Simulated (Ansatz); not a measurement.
Ge3H12Si3 (`[SiH2]1[SiH2][GeH2][GeH2][GeH2][SiH2]1`) at its PBE0-D4/def2-TZVP geometry, where that method's forces vanish. Total charge 0; spin multiplicity 1.

```xyz
18

Si   -1.4723   -1.2681   -0.9311
Si    0.5134   -2.2806   -0.2098
Ge    1.9272   -0.6671    0.8381
Ge    0.5482    1.0314    1.8864
Ge   -0.5715    2.2858    0.1281
Si   -0.9698    0.8644   -1.7469
H    -2.3860   -1.1158    0.2373
H    -2.1547   -2.1167   -1.9479
H     1.2180   -2.8747   -1.3802
H     0.2095   -3.3725    0.7569
H     2.8755   -1.3383    1.8491
H     2.7914    0.0212   -0.2371
H    -0.5108    0.3411    2.7676
H     1.3787    1.9675    2.7836
H    -1.9113    2.8336    0.6560
H     0.3040    3.4847   -0.2833
H    -2.0605    1.4146   -2.5985
H     0.2711    0.7894   -2.5684
```

Q: What forces (eV/Å) does PBE-D4/def2-TZVPP give on these atoms in Ansatz 0.2.0? (Best estimate.)

A: The calculation gave: 
```
Si1  0.082  0.036 -0.011
Si2 -0.033  0.077  0.002
Ge3 -0.057 -0.024 -0.007
Ge4  0.012 -0.002 -0.036
Ge5  0.006 -0.057 -0.025
Si6 -0.013 -0.040  0.069
H7  -0.094  0.011  0.112
H8  -0.077 -0.090 -0.102
H9   0.070 -0.066 -0.118
H10 -0.028 -0.115  0.095
H11  0.104 -0.067  0.100
H12  0.088  0.064 -0.102
H13 -0.103 -0.064  0.092
H14  0.082  0.097  0.101
H15 -0.134  0.061  0.051
H16  0.084  0.126 -0.039
H17 -0.111  0.059 -0.096
H18  0.121 -0.004 -0.087
```
